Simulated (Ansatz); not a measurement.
Total energies of `[OH][In][F]` radical.

| atom | x (Å) | y (Å) | z (Å) |
| --- | --- | --- | --- |
| O1 | -0.7172 | -0.5576 | -0.6849 |
| In2 | 0.7253 | 0.5296 | 0.1861 |
| F3 | 0.6338 | 0.5981 | 2.1430 |
| H4 | -0.6419 | -0.5701 | -1.6442 |

Charge 0, multiplicity 2. Correlated methods include outer-core shells of In, which these sets cover unevenly. In: def2 effective core potential. All single points use the PBE0-D4/def2-TZVP geometry. It is one conformer, not always the lowest. Basis def2-TZVPP, the Gaussian-basis code of Ansatz.

RPA on PBE orbitals: Hartree–Fock energy of these orbitals -364.14521 Eh, correlation -1.12170 Eh (frozen core).

```csv
functional,energy without D4 (Eh),D4 term (kJ/mol)
PBE,-365.74684,-5.2
revPBE,-365.90997,-13.9
BLYP,-365.86295,-11.4
B97M-V,-365.85125,–
PBE0,-365.73450,-4.4
B3LYP,-365.98151,-8.6
LC-ωPBE,-365.83986,–
ωB97X-V,-365.82453,–
B2PLYP,-365.60045,–
PBE-QIDH,-365.50449,–
```

Question: Give the same for LDA (SPW92), r2SCAN, r2SCANh, r2SCAN0, HSE06 (plane-wave form), BHLYP, CAM-B3LYP, ωB97M-V. (Best estimate.)

Answer: The calculation gave: 
```json
{"functional": "LDA (SPW92)", "energy without D4 (Eh)": "-364.42079", "D4 term (kJ/mol)": "–"}
{"functional": "r2SCAN", "energy without D4 (Eh)": "-365.90863", "D4 term (kJ/mol)": "-1.1"}
{"functional": "r2SCANh", "energy without D4 (Eh)": "-365.88168", "D4 term (kJ/mol)": "-1.2"}
{"functional": "r2SCAN0", "energy without D4 (Eh)": "-365.84273", "D4 term (kJ/mol)": "-1.4"}
{"functional": "HSE06 (plane-wave form)", "energy without D4 (Eh)": "-365.72611", "D4 term (kJ/mol)": "-4.1"}
{"functional": "BHLYP", "energy without D4 (Eh)": "-365.75515", "D4 term (kJ/mol)": "-7.5"}
{"functional": "CAM-B3LYP", "energy without D4 (Eh)": "-365.84538", "D4 term (kJ/mol)": "-4.5"}
{"functional": "ωB97M-V", "energy without D4 (Eh)": "-365.81154", "D4 term (kJ/mol)": "–"}
```

B3LYP takes the VWN-RPA correlation (the form of Gaussian; ORCA's B3LYP/G). HSE06 is the plane-wave form, built on full-range PBE exchange. The double hybrids freeze the cores in their second-order part.

LC-ωPBE has ω = 0.4 bohr⁻¹.
